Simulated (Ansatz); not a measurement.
## Redistribution: CHBr2I + CHI3 → 2 CHBrI2

Species: CHBr2I (dibromoiodomethane) `BrC(Br)I`, singlet; CHI3 (iodoform) `IC(I)I`, singlet; CHBrI2 (bromodiiodomethane) `BrC(I)I`, singlet. The partners trade Br for I; both sit on C, so the bond types are kept.

Shapes, held fixed at every level: PBE0-D4/def2-TZVP. Programs: Ansatz 0.2.0. The zero-point and thermal change to 298 K, harmonic and unscaled (PBE0-D4/def2-TZVP), is 0.0 kJ/mol.

```json
{"level": "HF/def2-TZVPP", "kind": "Hartree–Fock", "ΔH(298 K) (kJ/mol)": "+0.9", "less CCSD(T)/def2-TZVPP": "-0.2"}
{"level": "SPW92/def2-TZVPP", "kind": "LDA", "ΔH(298 K) (kJ/mol)": "+0.7", "less CCSD(T)/def2-TZVPP": "-0.4"}
{"level": "PBE-D4/def2-TZVPP", "kind": "GGA", "ΔH(298 K) (kJ/mol)": "+0.7", "less CCSD(T)/def2-TZVPP": "-0.4"}
{"level": "wB97M-V/def2-TZVPP", "kind": "range-separated hybrid", "ΔH(298 K) (kJ/mol)": "+1.0", "less CCSD(T)/def2-TZVPP": "-0.1"}
{"level": "MP2/def2-SVP", "kind": "perturbation theory", "ΔH(298 K) (kJ/mol)": "+1.1", "less CCSD(T)/def2-TZVPP": "0.0"}
{"level": "MP2/def2-TZVPP", "kind": "perturbation theory", "ΔH(298 K) (kJ/mol)": "+1.6", "less CCSD(T)/def2-TZVPP": "+0.5"}
{"level": "CCSD/def2-TZVPP", "kind": "coupled cluster or CI", "ΔH(298 K) (kJ/mol)": "+1.0", "less CCSD(T)/def2-TZVPP": "-0.1"}
{"level": "CCSD(T)/def2-TZVPP", "kind": "coupled cluster or CI", "ΔH(298 K) (kJ/mol)": "+1.1", "less CCSD(T)/def2-TZVPP": "0.0"}
```

The highest level, CCSD(T)/def2-TZVPP, gives ΔH(298 K) = +1.1 kJ/mol; the levels span +0.7 to +1.6. That is about zero within the method's error. The column of differences is taken from that level and isn't an error. No measured value is set beside it here. For atoms past krypton def2 sets carry core potentials with scalar relativity. Relativity is left out for Br unless named. Correlated rows may include outer-core shells of Br, I, which these sets cover unevenly.
